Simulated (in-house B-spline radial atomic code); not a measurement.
Checks on a self-consistent run for Sb29+, [Ar] 3d4. Level of theory: Dirac-Hartree-Fock, average of configuration, Fermi nucleus of rms radius 4.6802 fm; calculated with a B-spline radial code for spherical atoms.

```csv
orbital,q,ε (Eh),<1/r>,<r²>,small-component weight
1s1/2,2,-1174.66530,54.3239,0.00109353,0.035163
2s1/2,2,-221.39863,12.7314,0.0173628,0.0075904
2p1/2,2,-209.92808,12.6614,0.012904,0.0075559
2p3/2,4,-200.53532,11.768,0.0141435,0.0072153
3s1/2,2,-75.89209,4.80963,0.109524,0.0025147
3p1/2,2,-71.21016,4.72281,0.10292,0.0024506
3p3/2,4,-69.15545,4.50488,0.108957,0.0023681
3d3/2,1.6,-62.44807,4.39077,0.0860373,0.002265
3d5/2,2.4,-62.00304,4.3347,0.08765,0.002241
```

Electron-electron repulsion V_ee = 1096.4749 hartree.

Question: What total energy follows from the eigenvalues?

Answer: The eigenvalues count the repulsion twice, so E = Σqε - V_ee = -4833.676 - 1096.475 = -5930.151 hartree; the run printed -5930.151.

Question: Does the Dirac virial theorem hold?

Answer: For a point nucleus E = -2c²Σq·w, with w the small-component weight. Here Σq·w = 0.15789 and c = 137.0360, so the ratio E/(-2c²Σq·w) is 1.000057; the finite nucleus accounts for the departure from 1.

Question: What diamagnetic shielding (Lamb formula) and susceptibility (Langevin formula) do the radii give?

Answer: σ = (α²/3)Σq<1/r> = 261.018/(3·137.036²) = 4633.2 ppm, and χ = -0.79199×10⁻⁶·Σq<r²> = -1.052×10⁻⁶ cm³/mol with Σq<r²> = 1.328 bohr². Both are non-relativistic formulas without the paramagnetism of open shells; for so heavy an element the full relativistic shielding is larger by tens of per cent.
